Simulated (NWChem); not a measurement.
Species: C₂H₅FOSi; SMILES C=C[Si@@H](O)F

```xyz
10

C      0.0277    -2.1944     0.3028
C     -0.7210    -1.1778    -0.1435
Si    -0.0175     0.5150    -0.4329
O     -0.7630     1.6746     0.4768
F      1.5553     0.4077    -0.0250
H      1.0965    -2.0672     0.5069
H     -0.3882    -3.1925     0.4812
H     -1.7872    -1.3568    -0.3374
H     -0.0992     0.9963    -1.8301
H     -0.9064     1.4737     1.4067
```
Atoms are numbered in this order, from 1.

Computed with NWChem. Pople sets run with spherical d functions. STO-3G and 3-21G are far too small for this property and stand as cheap habits. Structure relaxed at the PBE0/def2-SVP level. B3LYP is NWChem's, with the RPA form of VWN correlation. GIAO values for the isolated, static molecule; σ is the absolute isotropic shielding, δ = σ(reference) − σ with the isolated reference molecule computed at the same levels (13C: tetramethylsilane, 1H: tetramethylsilane, 17O: water, 29Si: tetramethylsilane).

| level | δ C2 (ppm) | δ Si3 (ppm) | δ O4 (ppm) | δ H6 (ppm) | δ H7 (ppm) | δ H9 (ppm) | δ H10 (ppm) | relative time |
|---|---|---|---|---|---|---|---|---|
| BHandHLYP/pcSseg-1 | 139.2 | -28.7 | 60.4 | 6.47 | 6.40 | 4.50 | 2.13 | 20 |
| Hartree-Fock/STO-3G | 119.7 | -9.5 | -81.2 | 6.29 | 6.31 | 2.69 | -3.18 | 1 |
| B3LYP/6-311G** | 137.2 | -23.1 | 74.1 | 6.46 | 6.41 | 4.77 | 1.86 | 20 |
| PBE/pcSseg-1 | 138.7 | -22.0 | 77.4 | 6.40 | 6.40 | 4.98 | 2.01 | 10 |

Relative times are rough (shared machine, one core).
